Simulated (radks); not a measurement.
Results of a calculation; reference values are marked as such.
The oxygen anion O-, [He] 2s2 2p5, held by a Watson sphere: a shell of charge +1 at radius R that stands for the Madelung well of a crystal (potential energy -1/R inside, -1/r outside, in hartree with lengths in bohr). Code: a radial shooting solver on a logarithmic mesh with Libxc functionals. Model: non-relativistic Kohn-Sham, r2SCAN, spin-polarised, spherical densities, point nucleus; open shells are filled with parallel spins first; meta-GGA in the generalised Kohn-Sham scheme.

\begin{tabular}{lrrrrrr}
R (bohr) & e(2s down) (eV) & e(2p up) (eV) & e(2p down) (eV) & <r> 2p (bohr) & sum of <r^2> (bohr^2) & X-ray form factor at sin(theta)/lambda = 0.3 1/angstrom \\ \hline
2.08 & -22.654 & -8.868 & -7.126 & 1.436 & 16.39 & 4.125 \\
2.32 & -21.993 & -8.287 & -6.555 & 1.467 & 16.97 & 4.104 \\
2.39 & -21.814 & -8.126 & -6.395 & 1.475 & 17.13 & 4.100 \\
3.88 & -19.074 & -5.567 & -3.805 & 1.613 & 19.65 & 4.076 \\
3.91 & -19.034 & -5.530 & -3.767 & 1.615 & 19.69 & 4.076 \\
\end{tabular}
